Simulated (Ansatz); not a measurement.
Species: CH₄BF₂O (charge +1, singlet). It need not be the lowest isomer of its formula. SMILES: B(F)(F)[OH+]C
Structure (B3LYP-D3(BJ)/def2-TZVP (Ansatz, a program for electronic structure) minimum search):
```
O
H 1 0.9749
B 1 1.4422 2 117.47
F 3 1.2886 1 116.16 2 -179.92
F 3 1.2896 4 128.68 1 -180.00
C 1 1.5180 2 115.24 3 -179.82
H 6 1.0836 1 105.08 2 -179.50
H 6 1.0845 7 112.57 1 -114.91
H 6 1.0845 7 112.59 8 -130.12
```
Charge +1, spin multiplicity 1.

Parts of the frozen-core correlation energy in STO-3G (Ansatz, hartree). Frozen orbitals: 5; correlated occupied orbitals by spin: 15 and 15; virtual: 9 and 9. No spin-orbit coupling. No relativistic terms.

| term | value |
|---|---|
| reference (HF) | -333.99896 |
| MP2 opposite-spin | [?] |
| MP2 same-spin | -0.03286 |
| CCSD correlation | [?] |
| (T) | [?] |
| T1 diagnostic | 0.014 |
| largest doubles amplitude | 0.051 |

**Question.** Some entries are withheld; supply them.

**Answer.** 
- MP2 opposite-spin, value: -0.14696
- CCSD correlation, value: -0.21560
- (T), value: -0.00969
